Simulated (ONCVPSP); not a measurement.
# silicon: one change to an ONCV potential, before and after

ONCVPSP 4.0.1 input, shortened (lines: element, Z, core and valence counts, functional; n l f; lmax; l rc ep ncon nbas qcut; lloc lpopt rc5 dvloc0; l nproj debl; icmod fcfact rcfact), PW91, scalar-relativistic:

```
  Si 14.00    3    2  -109134      upf
    1    0    2.00
    2    0    2.00
    2    1    6.00
    3    0    1.50
    3    1    2.50
    1
    0    1.40    0.00    4    8    4.30
    1    2.15    0.00    4    9    3.10
    0    5    1.40    0.00
    0    0    0.80
    1    3    2.70
    3    6.00    1.20
```

Change: p: rc 2.08.

Cutoffs: the cutoffs (Ha) at which the residual kinetic energy of the hardest occupied pseudo-wave falls to 1 and 0.1 mHa per electron; they do not see the model core or the augmentation charge, which bear on the density cutoff. Errors are all-electron minus pseudo energies relative to the spin-unpolarised reference configuration.

Question: What does the change do?

Answer: The potential gets neither clearly harder nor softer (7.9 Ha and 76 Ha → 7.9 Ha and 76 Ha); of the 4 tests that both files solve, the error grows in 1 and shrinks in 0 by more than 15 % and 0.3 meV (median size 0.3 → 0.3 meV); neither file shows a bound ghost.

| quantity | base | changed |
| --- | --- | --- |
| cutoff, loose | 7.9 Ha | 7.9 Ha |
| cutoff, tight | 76 Ha | 76 Ha |
| loose cutoff by channel | s 7.9 Ha, p 3.1 Ha | s 7.9 Ha, p 3.2 Ha |
| bound ghosts | none | none |
| GHOST(+) flags under 300 eV | none | none |
| error for 3s2 3p2, meV [ΔE -3.39 eV] | +0.4 | +0.4 |
| error for 3s2 3p1, meV [ΔE 4.39 eV] | -0.2 | -0.1 |
| error for 3s2 3p0, meV [ΔE 20.44 eV] | +6.9 | +8.0 |
| error for 3s2 3p1.5, meV [ΔE -0.45 eV] | -0.1 | -0.1 |
| s: phases at 1.43 bohr within 0.05 rad from the reference energy up to (Ha; the scan ends near 5) | 2.3 | 2.3 |
| rms error of d²Exc/dni dnj with the model core, mHa | 0.79 | 0.79 |
